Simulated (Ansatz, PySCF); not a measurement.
This Ansatz (an electronic-structure program) input computes a SVWN5/def2-TZVPD energy:

Ansatz 0.2 input:
```yaml
crystal:
  periodic: [false, false, false]
  atoms:
    - {symbol: B, position_ang: [0.01542677, -0.39844804, -0.19399894]}
    - {symbol: Cl, position_ang: [0.11738002, 1.20856965, 0.57857326]}
    - {symbol: C, position_ang: [1.33114266, -1.05470946, -0.59104091]}
    - {symbol: C, position_ang: [-1.40056826, -1.02109873, -0.41064278]}
    - {symbol: H, position_ang: [1.36762148, -2.02995853, -1.06579955]}
    - {symbol: H, position_ang: [2.29603811, -0.58987040, -0.42376585]}
    - {symbol: H, position_ang: [-1.92699242, -1.11805515, 0.54415193]}
    - {symbol: H, position_ang: [-2.02111852, -0.35886042, -1.02261800]}
    - {symbol: H, position_ang: [-1.37158916, -2.00185018, -0.88761710]}
basis:
  gaussian:
    orbitals: def2-TZVPD
hamiltonian:
  xc: {name: SVWN5}
magnetization: {spin_polarized: true, initial_magnetization: 1}
output: {forces: true}
```

Problem. Write an input for the same energy in PySCF and say what it gives.

Solution. 
```python
from pyscf import gto, scf, dft

mol = gto.M(
    atom='''
    B     0.01542677   -0.39844804   -0.19399894
    Cl    0.11738002    1.20856965    0.57857326
    C     1.33114266   -1.05470946   -0.59104091
    C    -1.40056826   -1.02109873   -0.41064278
    H     1.36762148   -2.02995853   -1.06579955
    H     2.29603811   -0.58987040   -0.42376585
    H    -1.92699242   -1.11805515    0.54415193
    H    -2.02111852   -0.35886042   -1.02261800
    H    -1.37158916   -2.00185018   -0.88761710
    ''',
    basis='def2-tzvpd',
    charge=0,
    spin=1,
    verbose=4,
)

mf = dft.UKS(mol, xc='svwn').density_fit(auxbasis='def2-universal-jkfit')
mf.grids.level = 3
mf.conv_tol = 1e-9
mf.max_cycle = 100
mf.max_memory = 1500
mf.kernel()
if not mf.converged:
    mf = mf.newton()
    mf.kernel(mf.make_rdm1())
for _ in range(2):
    mo, _, stable, _ = mf.stability(return_status=True)
    if stable:
        break
    mf.kernel(mf.make_rdm1(mo, mf.mo_occ))
mf.analyze()
```
It gives -561.79453 Eh, and Ansatz -561.79446 Eh, a difference of 0.07 mEh, from the treatment of integrals and grids.

It need not be the lowest isomer of its formula.
